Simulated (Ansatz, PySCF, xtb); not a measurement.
Process, species as SMILES: C=C(C)C [2-methylprop-1-ene] + 4 [H][H] (H2) → 4 C (CH4)
Geometries: B3LYP-D3(BJ)/def2-TZVP minima from Ansatz (a first-principles code). Frequencies are from Ansatz or PySCF.

Property: energy of full hydrogenation (enthalpy at 298 K, with B3LYP-D3(BJ) rigid-rotor harmonic-oscillator terms), in kcal/mol. Correlated levels leave the core frozen unless marked. No spin-orbit coupling. No relativistic terms. CBS(X,Y): correlation extrapolated as X^-3; Hartree-Fock from the larger set. The bracket is a focal-point correction in the basis named.

```json
[
 {"level": "GFN1-xTB", "program": "xtb", "energy of full hydrogenation (kcal/mol)": "-109.3"},
 {"level": "HF/6-31G*", "program": "Ansatz", "energy of full hydrogenation (kcal/mol)": "-85.9"},
 {"level": "HF-D3(BJ)/def2-TZVPD", "program": "PySCF + dftd3", "energy of full hydrogenation (kcal/mol)": "-70.3"},
 {"level": "RI-HF/aug-cc-pVTZ", "program": "Ansatz", "energy of full hydrogenation (kcal/mol)": "-79.2"}
]
```

Estimate the value at RI-MP2/CBS(cc-pVTZ,cc-pVQZ)+[CCSD(T)-MP2]/cc-pVTZ as computed with Ansatz.

-67.6 kcal/mol, so RI-HF/aug-cc-pVTZ differs from it by -11.6 kcal/mol.
